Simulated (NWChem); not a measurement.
# TiNH2OCl; SMILES [NH2][Ti](=[O])[Cl]

```xyz
6

Ti    -0.1028     0.3700    -0.0018
O     -1.5268     1.0853     0.0017
Cl     0.1136    -1.8983     0.0006
N      1.2958     1.6293     0.0013
H      2.2894     1.4017     0.0013
H      1.1859     2.6403     0.0044
```
Atoms are numbered in this order, from 1.

All runs: NWChem. Medium grid unless said otherwise, to which SCAN and Minnesota functionals are sensitive. All runs use the structure optimised with B3LYP/6-31G* (spherical d). Hybrids' shares of exact exchange are those that their runs print; pure functionals count as 0. The functionals differ in more than this share.

```csv
row,share of exact exchange,highest occupied level (eV)
PBE/def2-SVP,0.00,-6.78
RPBE/def2-SVP,0.00,-6.72
B3LYP/def2-SVP,0.20,-7.94
B3PW91/def2-SVP,0.20,-8.03
M06/def2-SVP,0.27,withheld
M06-2X/def2-SVP,0.54,-9.63
```

Fit a straight line of the last column on the one before it, predict the withheld value, and compare with the run.


1. Means of the 5 shown rows: x = 0.188, y = -7.820. Slope Σ(x − x̄)(y − ȳ)/Σ(x − x̄)² = -1.043/0.1949 = -5.354; intercept -6.813.
2. The shown rows scatter about the line by 0.089 (root mean square); the largest residual is -0.15, at B3PW91/def2-SVP.
3. At x = 0.27 (M06/def2-SVP; inside the shown range) the line gives -8.26.
4. The run gives -8.32, -0.06 from the line, 0.7 times the scatter.
